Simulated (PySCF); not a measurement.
## Worked example: entropy of an ideal gas

H4N, SMILES [NH4+], charge +1.

Coordinates come from a r2SCAN-D4/def2-TZVPD optimisation. The isomer is the one that the SMILES or the coordinates give; other isomers of the formula were not compared.

r2SCAN-D4/def2-TZVPD (PySCF) gives the harmonic wavenumbers 1473, 1473, 1473, 1727, 1727, 3373, 3484, 3484, 3484 cm⁻¹ and the rotational temperatures 8.6067, 8.6067, 8.6067 K. The molar mass is 18.04 g/mol, the symmetry number 12, the spin multiplicity 1.

Work out the entropy at 298.15 K and 1 atm in the rigid-rotor, harmonic-oscillator model.


Translation (Sackur–Tetrode at 1 atm): S = R[1.5 ln M + 2.5 ln T − 1.16487] = 144.8 J/(mol K).
Rotation: q = (√π/σ) T^1.5/√(θA θB θC) = 30.1, S = R[ln q + 3/2] = 40.8 J/(mol K).
Vibration: with u = 1.4388 ν/T, each mode gives R[u/(e^u − 1) − ln(1 − e^−u)]:
```
ν (cm⁻¹)  modes     u  S (J/(mol K))
--------  -----  ----  -------------
1473          3  7.11           0.17
1727          2  8.33           0.04
```
The stiffer modes add less than 0.005 each. Sum 0.2 J/(mol K).
Spin: R ln 1 = 0.0 J/(mol K).
Total 185.8 J/(mol K); the program's own thermochemistry gives 185.8. Translation makes up 78 % and vibration 0 %. Anharmonicity, hindered rotation and orbital degeneracy are left out.
